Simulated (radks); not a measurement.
Results of a calculation; reference values are marked as such.
How relativity changes the ionisation of the lead ion Pb+ ([Hg] 6p1) to Pb2+ ([Hg]). Spin-unpolarised spherical Kohn-Sham, BLYP, point nucleus unless stated (finite: rms radius 5.5012 fm), a radial shooting solver on a logarithmic mesh with Libxc functionals. A level marked "c x" has the speed of light scaled by that factor and shares open shells by 2j + 1; other Dirac levels either fill j = l - 1/2 first or share by 2j + 1.

level,E(Pb+) (hartree),E(Pb2+) (hartree),IE (eV),HOMO,<r> HOMO (bohr)
non-rel.,-19528.3384,-19527.8457,13.408,6p,3.096
scalar-rel.,-20882.7362,-20882.2403,13.495,6p,3.027
"scalar-rel., finite nucleus",-20876.8835,-20876.3875,13.498,6p,3.026
"Dirac, 2j+1 shares",-20929.4083,-20928.9066,13.653,6p3/2,3.129
"Dirac, low j first",-20929.4528,-20928.9066,14.862,6p1/2,2.798
"Dirac, 2j+1 shares, finite nucleus",-20923.4795,-20922.9777,13.655,6p3/2,3.129
"Dirac, c x 0.75",-22625.2430,-22624.7216,14.188,6p3/2,3.184
"Dirac, c x 2",-19829.5436,-19829.0494,13.448,6p3/2,3.102
"Dirac, c x 100",-19528.4538,-19527.9611,13.408,6p3/2,3.096

NIST Atomic Spectra Database: 15.032 eV (measured). The relativistic part of the total energy of Pb+ is -1395 hartree (Dirac, 2j+1 shares, finite nucleus), 7.1 % of the non-relativistic value. Spin polarisation and multiplet splitting of open shells are left out at every level.

Beside tabulated values, note that relativity, absent from the non-relativistic runs, is large for the heavy elements, and spin-unpolarised runs miss the spin-polarisation part of the exchange energy of open shells, and scalar-relativistic runs lack spin-orbit coupling.
